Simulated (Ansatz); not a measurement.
Reaction (cleavage of the Si–Ge bond): `F[SiH2][GeH]([F])[Cl]` + `[OH][GeH3]` → `F[SiH2][O][GeH3]` + `[F][GeH2][Cl]`

Gas-phase electronic energies from Ansatz, PBE0-D4/def2-TZVP geometries. CCSD(T)/CBS adds triple-zeta CCSD(T) − MP2 to the extrapolated MP2 energy (def2 sets, frozen cores). For Ge outer-core shells are correlated without core-valence functions, which leaves a few kJ/mol of doubt a bond. Scalar relativity is left out up to krypton. Each species was taken in one conformer, which may not be the lowest.

`F[SiH2][GeH]([F])[Cl]`:

```xyz
8

F    -2.023    0.150    0.986
Si   -1.153   -0.490   -0.188
Ge    1.101    0.297    0.036
F     1.747   -0.323    1.526
Cl    1.081    2.431    0.250
H    -1.192   -1.967   -0.071
H    -1.695   -0.045   -1.493
H     2.135   -0.052   -1.045
```

`[OH][GeH3]`:

Z-matrix (Å, degrees):
```
Ge
O 1 1.783
H 1 1.531 2 104.3
H 1 1.541 2 109.9 3 119.6
H 1 1.541 2 109.9 3 -119.6
H 2 0.959 1 112.7 3 180.0
```

`F[SiH2][O][GeH3]`:

Z-matrix (Å, degrees):
```
Si
O 1 1.614
F 1 1.598 2 110.3
H 1 1.483 2 111.3 3 117.5
H 1 1.477 2 108.6 3 -117.6
Ge 2 1.782 1 136.3 3 -67.1
H 6 1.532 2 105.5 1 -147.5
H 6 1.533 2 107.5 1 92.8
H 6 1.537 2 108.1 1 -27.7
```

`[F][GeH2][Cl]`:

```xyz
5

F     1.622   -0.365    0.302
Ge    0.011    0.124   -0.092
Cl   -1.292   -1.242    0.901
H    -0.151   -0.039   -1.603
H    -0.190    1.522    0.491
```

```
                species  CCSD(T)/def2-TZVPP energy (Eh)
`F[SiH2][GeH]([F])[Cl]`                     -3025.81649
           `[OH][GeH3]`                     -2153.15031
     `F[SiH2][O][GeH3]`                     -2542.66761
        `[F][GeH2][Cl]`                     -2636.35011
```

Q: Work out ΔE.

A: ΔE = (-2542.66761) + (-2636.35011) − (-3025.81649) − (-2153.15031) = -0.05092 Eh = -32.0 kcal/mol. CCSD(T)/CBS gives -31.2 kcal/mol.

Largest T1 diagnostic among the species: 0.012.

In def2-TZVPP, CCSD(T) changes the Hartree–Fock value by +5.1 kcal/mol (the triples alone add +0.7 kcal/mol) and MP2 by +4.0 kcal/mol. From PBE to PBE0 (25 % exact exchange), in def2-TZVPP and without D4, ΔE moves by −2.7 kcal/mol.
